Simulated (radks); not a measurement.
Values are calculated unless marked as measured or tabulated.
Valence configurations of Pd (all share [Kr]). Level of theory: Dirac Kohn-Sham, PBE, spin-unpolarised, spherical densities, finite nucleus; open shells fill j = l - 1/2 first; Fermi nuclear charge, rms radius 4.5318 fm (a radial shooting solver on a logarithmic mesh with Libxc functionals). Energies are relative to 4d10; eigenvalues in eV.

valence,E (eV),e(4d3/2),e(4d5/2),e(5p1/2),e(5s1/2)
4d10,0.000,-4.316,-3.881,-,-
4d9.5 5s0.5,0.461,-5.581,-5.129,-,-3.828
4d9 5s1,1.316,-6.956,-6.486,-,-4.352
4d9.5 5p0.5,2.098,-6.564,-6.109,-1.155,-
4d8 5s2,4.372,-9.962,-9.457,-,-5.434
4d9 5p1,4.956,-8.689,-8.214,-1.734,-
4d8 5p2,12.986,-12.903,-12.388,-2.786,-

NIST lists [Kr] 4d10 as the ground configuration; this level of theory agrees among the configurations tried. The energies are those of spherical spin-averaged densities, not of single terms.
